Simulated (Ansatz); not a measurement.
Cost against result

Saddle point of SiH3SF3, singlet (SiHSF₃ ([F][Si]([F])([F])[SH]) + H₂ → SiHF₃ ([F][SiH]([F])[F]) + H₂S; bonds formed: Si1–H7, S2–H6; bonds broken: Si1–S2, H6–H7), PBE0-D4/def2-TZVP structure:

```xyz
8
angstrom
Si -0.2684 0.2288 -0.5917
S 0.9432 -1.2326 0.8486
F 0.8445 0.0439 -1.7265
F -0.1312 1.8031 -0.4173
F -1.5019 -0.4130 -1.3531
H -0.3741 -0.4898 1.1777
H -1.1609 0.2309 0.7776
H 1.6485 -0.1714 1.2847
```

Barriers are electronic and count from the start structure reached by relaxing down the imaginary mode.

Ansatz 0.2.0; basis: as named in each row; cores frozen in the correlated methods. B3LYP uses VWN-RPA correlation. Extrapolation: Hartree–Fock as exp(−7.88 √X), correlation as X^−2.97.

Times are rough, for one single point on 4 threads of a shared host (Arm Neoverse V1).

The estimate by CCSD(T) at an estimated basis limit (MP2 extrapolated from triple and quadruple zeta, plus CCSD(T) − MP2 in triple zeta) is 249.7 kJ/mol.

```
      method       basis  time (s)  barrier (kJ/mol)  method less estimate
          HF      STO-3G   under 1             439.3                 189.5
      PBE-D4      STO-3G   under 1             249.2                  -0.5
       SPW92    def2-SVP   under 1             154.3                 -95.5
      PBE-D4    def2-SVP   under 1             190.5                 -59.2
    B3LYP-D4       6-31G   under 1             255.7                   5.9
     PBE0-D4    def2-SVP   under 1             210.8                 -38.9
       SPW92  def2-TZVPP         1             164.7                 -85.0
      PBE-D4  def2-TZVPP         2             202.6                 -47.2
     BLYP-D4  def2-TZVPP         2             226.9                 -22.8
    BHLYP-D4  def2-TZVPP         2             262.7                  13.0
    B3LYP-D4  def2-TZVPP         2             239.7                 -10.0
     PBE0-D4  def2-TZVPP         3             222.3                 -27.4
CAM-B3LYP-D4  def2-TZVPP         3             244.8                  -5.0
     CCSD(T)    def2-SVP         3             248.1                  -1.7
   r2SCAN-D4  def2-TZVPP         4             219.7                 -30.0
     wB97M-V    def2-SVP         4             224.5                 -25.3
  r2SCAN0-D4  def2-TZVPP         4             233.1                 -16.6
  RPA on PBE  def2-TZVPP         4             248.8                  -1.0
    PBE-QIDH  def2-TZVPP         5             241.1                  -8.7
      B2PLYP  def2-TZVPP         6             247.1                  -2.6
      B97M-V  def2-TZVPP         6             230.9                 -18.9
     wB97X-V  def2-TZVPP         6             246.0                  -3.7
     wB97M-V  def2-TZVPP         8             242.2                  -7.5
         MP2  def2-QZVPP        18             250.7                   1.0
     CCSD(T)  def2-TZVPP       120             251.6                   1.9
```

All methods are single points on the PBE0-D4 structures.

T1 diagnostic: at most 0.013.

Labels in which every atom is bracketed show which atoms are joined, not bond orders.
